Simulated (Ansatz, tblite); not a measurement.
Cost and result up the ladder for Cd4H14S4 (22 atoms). Total charge 0; singlet. Geometry: PBE-D4/def2-SVP.

```xyz
22

Cd    0.925    0.238   -2.889
S    -2.410    0.762   -0.711
Cd    1.815   -0.760   -0.030
S     0.797    1.820   -0.258
S    -0.053   -2.141    1.156
Cd   -2.191   -0.817    1.518
Cd    2.536    1.543    1.855
S    -0.430    1.205    2.802
H    -0.606   -0.494   -2.447
H     2.101    1.069   -3.776
H    -1.464    0.127   -1.610
H    -3.472    0.054   -1.192
H    -0.732   -2.978   -2.358
H     2.248   -1.191   -1.665
H     1.776    2.469   -0.949
H    -0.774   -3.742   -2.261
H    -0.458   -2.773    0.018
H    -3.656   -0.888    2.378
H     3.082    2.878    2.733
H     2.815   -0.258    1.511
H    -0.833    2.349    2.183
H    -1.016    1.528    3.992
```

Ansatz on 2 threads of AMD EPYC 7R13 on a shared host and a share (18 GiB) of an NVIDIA H100 80GB HBM3; xTB runs through tblite on one thread. Times are rough, summed over both states, and most runs start from the orbitals of an earlier one. CAM-B3LYP-D4/def2-TZVP serves as the yardstick here, not as an exact answer. The other state is a doublet.

In the def2 sets Cd takes a core potential; there is no spin–orbit coupling. The xTB rows come from tblite. In the singlet geometry the species has come apart into loosely held pieces. In the singlet, H13 and H16 lie 0.77 Å apart (atoms count from 1), so H2 has formed as a molecule. In the doublet geometry the species has come apart into loosely held pieces.

Run but left out: PBE-D4/def2-TZVP (charge +1 doublet: an occupied level 0.01 eV above an empty one).

Raw xTB energies of ions are shifted by several eV.

```tsv
level	functions	vertical IE (eV)	difference from CAM-B3LYP-D4/def2-TZVP (eV)
GFN2-xTB	66	12.37	3.42
GFN1-xTB	80	11.77	2.82
PBE0-D4/def2-TZVP (with forces)	392	8.57	-0.38
CAM-B3LYP-D4/def2-TZVP (with forces)	392	8.95	0.00
```

Question: Estimate how long each takes.

Answer: GFN2-xTB 0.051 s; GFN1-xTB 0.081 s; PBE0-D4/def2-TZVP (with forces) 16 s; CAM-B3LYP-D4/def2-TZVP (with forces) 18 s. On shared hardware such times vary by a factor of up to 3.
